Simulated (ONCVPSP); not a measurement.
Pt: one change to an ONCV potential, before and after

ONCVPSP 4.0.1 input, shortened (lines: element, Z, core and valence counts, functional; n l f; lmax; l rc ep ncon nbas qcut; lloc lpopt rc5 dvloc0; l nproj debl; icmod fcfact rcfact), PBE, scalar-relativistic:

```
  Pt 78.00   11    2        4      upf
    1    0    2.00
    2    0    2.00
    2    1    6.00
    3    0    2.00
    3    1    6.00
    3    2   10.00
    4    0    2.00
    4    1    6.00
    4    2   10.00
    4    3   14.00
    5    0    2.00
    5    1    6.00
    5    2    8.50
    2
    0    2.05    0.15    4    8    2.60
    1    1.20    0.00    4    9    6.00
    2    2.25    0.00    4    8    8.10
    4    5    0.85    0.00
    0    2    1.60
    1    2    1.20
    2    2    1.40
    3    3.25    1.60
```

In the s channel the program set the typed energies aside and used 0.050, 1.650 Ha. In the p channel the program set the typed energies aside and used -2.586, 0.250 Ha.

All-electron outer shells of the reference configuration (PBE, scalar-relativistic, ld1.x):

```csv
shell,level (eV),outermost node (bohr),outermost maximum (bohr)
5p,-70.37,0.53,0.98
5d,-19.91,0.57,1.26
```

Change: core correction Teter function, fcfact 3.25, rcfact 1.86.

Cutoffs: the cutoffs (Ha) at which the residual kinetic energy of the hardest occupied pseudo-wave falls to 1 and 0.1 mHa per electron; they do not see the model core or the augmentation charge, which bear on the density cutoff. Errors are all-electron minus pseudo energies relative to the spin-unpolarised reference configuration.

How do hardness, ghosts and transferability respond?

The potential gets neither clearly harder nor softer (166 Ha and 196 Ha → 166 Ha and 196 Ha); both files keep a bound ghost (s); of the 3 tests that both files solve, the error grows in 3 and shrinks in 0 by more than 15 % and 0.3 meV (median size 2.6 → 6.6 meV). A model core, the more so a compact one, raises the density cutoff, which this test does not measure.

| quantity | base | changed |
| --- | --- | --- |
| cutoff, loose | 166 Ha | 166 Ha |
| cutoff, tight | 196 Ha | 196 Ha |
| bound ghosts | s | s |
| GHOST(+) flags under 300 eV | s at 8.7 eV, p at 220.7 eV | s at 8.7 eV, p at 220.7 eV |
| tests with a reliable result | 3 of 4 | 3 of 4 |
| error for 5p6 5d9, meV [ΔE -8.54 eV] | -0.1 | -4.6 |
| error for 5p6 5d8, meV [ΔE 11.43 eV] | -3.1 | -9.0 |
| error for 5p6 5d9 6p1, meV [ΔE -12.68 eV] | +2.6 | -6.6 |
| s: phases at 2.08 bohr within 0.05 rad from the reference energy up to (Ha; the scan ends near 5) | 0.3 | 0.3 |
| p: phases at 1.22 bohr within 0.05 rad from the reference energy up to (Ha; the scan ends near 5) | to the end of the scan | to the end of the scan |
| d: phases at 2.28 bohr within 0.05 rad from the reference energy up to (Ha; the scan ends near 5) | to the end of the scan | to the end of the scan |
| rms error of d²Exc/dni dnj with the model core, mHa | 1.22 | 3.76 |

 A true bound ghost makes a file unfit for plane-wave use even where its test errors are small: the radial tests pick states by their node count and pass the ghost by.
